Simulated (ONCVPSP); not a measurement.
# Co (Z = 27), ONCV: configuration errors across variants

ONCVPSP 4.0.1 input, shortened (lines: element, Z, core and valence counts, functional; n l f; lmax; l rc ep ncon nbas qcut; lloc lpopt rc5 dvloc0; l nproj debl; icmod fcfact rcfact), LDA (Perdew-Wang 92), fully relativistic:

```
  Co 27.00    3    4  -001012      upf
    1    0    2.00
    2    0    2.00
    2    1    6.00
    3    0    2.00
    3    1    6.00
    3    2    7.00
    4    0    2.00
    2
    0    1.25    0.00    3    7   12.20
    1    0.95    0.00    4    7   16.20
    2    1.30    0.00    4    9   13.40
    4    3    0.90    0.00
    0    2    3.20
    1    2    2.20
    2    1    1.80
    0    0.00    0.00
```

Open shells are filled in proportion to 2j + 1.

In the p channel the program set the typed energies aside and used -2.385, 0.250 Ha (j = l + 1/2; the other j can differ).

All-electron excitation energies from the reference (eV): (1) 3s2 3p6 3d7 4s1 9.289; (2) 3s2 3p6 3d7 4s0 26.367; (3) 3s2 3p6 3d6 4s0 62.560; (4) 3s2 3p6 3d7.5 4s1.5 -0.985.

3 further variants failed, have other tests or another functional or relativity, and are left out.

Errors AE − PS in meV (a dash: test not solved or not reliable):

```csv
change,(1),(2),(3),(4),bound ghosts,GHOST(+) flags above zero
base,+1.1,+5.3,-7.0,+1.1,none,none
s: rc 1.44,+0.9,+4.9,-8.3,+1.1,none,none
p: qcut 17.9,+1.1,+5.3,-7.1,+1.1,none,none
"all radii scaled by about 0.82 (s 1.02, p 0.78, d 1.06 bohr); local potential polynomial inside 0.74 bohr (lpopt 3, dvloc0 0 Ha)",+0.8,+3.7,-2.9,+0.6,none,none
```

(1) Give the same row for: p: rc 0.92.

Results:

(1) +1.1, +5.3, -7.1, +1.1; bound ghosts: none; GHOST(+) flags above zero: none.
